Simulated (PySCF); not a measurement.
diantimony (Sb₂), singlet, at a GFN2-xTB geometry (core potentials on Sb). Base run: B3LYP/def2-SVP, polarisability (PySCF).

The PySCF input:
```python
from pyscf import gto, scf, dft
from pyscf.prop import polarizability

mol = gto.Mole()
mol.atom = '''
    Sb   -0.000000   -0.000000   -1.267152
    Sb    0.000000    0.000000    1.267152
'''
mol.basis = 'def2-svp'
mol.ecp = {'Sb': 'def2-svp'}
mol.charge = 0
mol.spin = 0
mol.verbose = 3
mol.build()

mf = dft.RKS(mol)
mf.xc = 'b3lyp'
mf.kernel()
alpha = mf.Polarizability().polarizability()[2, 2]
print('alpha_zz =', alpha)
```

Variants of this job, named by their change:

| change | alpha_zz (bohr³) | basis functions |
|---|---|---|
| base | 130.56 | 52 |
| finite field (a.u.) = 2e-4; conv_tol = 1e-6 | 130.48 | 52 |
| basis = def2-TZVPD | 144.40 | 112 |
| finite field (a.u.) = 0.001; conv_tol = 1e-6 | 130.46 | 52 |
| finite field (a.u.) = 0.05; conv_tol = 1e-11 | 129.37 | 52 |
| basis = def2-SVPD | 140.23 | 64 |
| finite field (a.u.) = 0.001; conv_tol = 1e-11 | 130.55 | 52 |
| basis = STO-3G | 74.77 | 54 |
| finite field (a.u.) = 0.005; conv_tol = 1e-11 | 130.54 | 52 |
| functional = pbe | 131.01 | 52 |
| functional = camb3lyp | 131.37 | 52 |
| finite field (a.u.) = 0.02; conv_tol = 1e-11 | 130.36 | 52 |

Finite-field rows take the second difference of the energy in a field along z; a small field with loose convergence shows SCF noise divided by the square of the field, and a large one adds hyperpolarisability.
